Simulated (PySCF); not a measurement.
A PySCF script (with the pyscf-properties extension) for the NMR shieldings of SMILES CC[C@@H]1CB(Cl)C[C@H]1BF, C$_{6}$H$_{12}$B$_{2}$ClF, on a GFN2-xTB geometry:

```python
import basis_set_exchange as bse
import numpy as np
from pyscf import gto, dft
from pyscf.prop import nmr

atoms = """
C     2.773232   -0.133050   -0.136192
C     1.463294    0.536080   -0.537461
C     0.253196   -0.045006    0.191626
C    -0.024530   -1.525602   -0.136820
B    -1.577073   -1.690615    0.107076
Cl   -2.443110   -3.147999    0.156956
C    -2.190433   -0.241887    0.300532
C    -1.047108    0.705653   -0.168037
B    -1.234425    2.130087    0.486352
F    -1.798322    3.094632   -0.210577
H     2.931905   -0.046121    0.936185
H     2.766812   -1.187445   -0.398931
H     3.610216    0.338499   -0.645598
H     1.317302    0.431519   -1.615409
H     1.521965    1.604667   -0.314373
H     0.416857    0.046180    1.270043
H     0.618707   -2.197189    0.430827
H     0.207027   -1.704858   -1.191144
H    -2.395008   -0.067333    1.361727
H    -3.121684   -0.031108   -0.224692
H    -1.105494    0.757905   -1.260164
H    -0.953738    2.392376    1.597223
"""
names = dict.fromkeys(["C", "B", "Cl", "F", "H"], "pcSseg-1")
basis = {el: gto.basis.parse(bse.get_basis(n, elements=[el], fmt="nwchem")) for el, n in names.items()}
mol = gto.M(atom=atoms, basis=basis, charge=0, verbose=0)
mf = dft.RKS(mol, xc="PBE0")
mf.grids.level = 2
mf.grids.alignment = dft.numint.BLKSIZE   # the property module wants whole blocks of grid points
mf.conv_tol = 1e-9
mf.kernel()

calc = nmr.RKS(mf)   # GIAO
C = mf.mo_coeff
Co = C[:, mf.mo_occ > 0]
resp = mf.gen_response(singlet=True, hermi=2)
def vind(x):   # induced exchange potential for any number of trial vectors
    d = np.einsum("pi,xij,qj->xpq", C, 2 * x.reshape(-1, C.shape[1], Co.shape[1]), Co, optimize=True)
    return np.einsum("xpq,pi,qj->xij", resp(d - d.transpose(0, 2, 1)), C, Co, optimize=True).ravel()
mo1, _ = nmr.rhf.solve_mo1(calc, with_cphf=vind)
sigma = calc.kernel(mo1)
for i, s in enumerate(sigma):   # ppm
    print("%2d %-2s %9.2f" % (i, mol.atom_pure_symbol(i), np.trace(s) / 3))
```

Problem. Give the expected output.

Solution. 
```
 0 C     170.97
 1 C     149.61
 2 C     137.87
 3 C     148.98
 4 B      16.59
 5 Cl    704.79
 6 C     157.67
 7 C     141.66
 8 B      44.30
 9 F     172.88
10 H      30.85
11 H      30.59
12 H      30.51
13 H      30.67
14 H      30.21
15 H      29.87
16 H      29.90
17 H      31.14
18 H      30.62
19 H      30.54
20 H      30.57
21 H      26.26
```

These numbers come from an equivalent density-fitted implementation of the same equations, which agrees with the script to about 0.01 ppm for H and up to a few tenths of a ppm for heavy atoms, so last digits may differ.

Size and cost of the density-fitted run: 237 basis functions, 37 s wall time on 1 thread of an Intel Xeon 6975P-C, shared host; peak memory 1.1 GiB.
